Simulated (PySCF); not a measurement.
C2H6BNO2Si, SMILES N[SiH2]C#CB(O)O.

The structure is a stationary point at ωB97X-D3(BJ)/def2-SVP. This is a generated structure with no PubChem entry under its InChIKey; it may be hypothetical. Other conformers were not sampled.

The numbers are results of TDA-PBE/def2-SVPD in PySCF, not measurements.

Vertical excitations. 

```tsv
state	energy (eV)	λ (nm)	f	main pairs
S1	4.43	280	0.007	HOMO→LUMO 99 %
S2	5.00	248	0.004	HOMO→LUMO+1 99 %
S3	5.22	238	0.002	HOMO−1→LUMO 73 %, HOMO−2→LUMO 25 %
S4	5.59	222	0.027	HOMO−2→LUMO 46 %, HOMO−1→LUMO+1 39 %, HOMO−1→LUMO 11 %
S5	5.67	219	0.002	HOMO→LUMO+2 100 %
S6	5.86	212	0.005	HOMO−2→LUMO+1 78 %, HOMO−1→LUMO+1 18 %
S7	6.33	196	0.018	HOMO→LUMO+3 96 %
S8	6.37	195	0.008	HOMO−3→LUMO 64 %, HOMO−3→LUMO+1 23 %
S9	6.43	193	0.025	HOMO−1→LUMO+2 91 %
S10	6.54	190	0.036	HOMO−2→LUMO+2 93 %
T1	4.28	290	0	HOMO→LUMO 88 %
T2	4.49	276	0	HOMO−1→LUMO 40 %, HOMO−2→LUMO 38 %, HOMO→LUMO 11 %, HOMO−1→LUMO+1 7 %
T3	4.77	260	0	HOMO→LUMO+1 39 %, HOMO−1→LUMO 30 %, HOMO−2→LUMO 22 %, HOMO−2→LUMO+1 7 %
T4	4.83	257	0	HOMO→LUMO+1 57 %, HOMO−2→LUMO 23 %, HOMO−1→LUMO 14 %
```
Triplets are in the Tamm–Dancoff approximation.
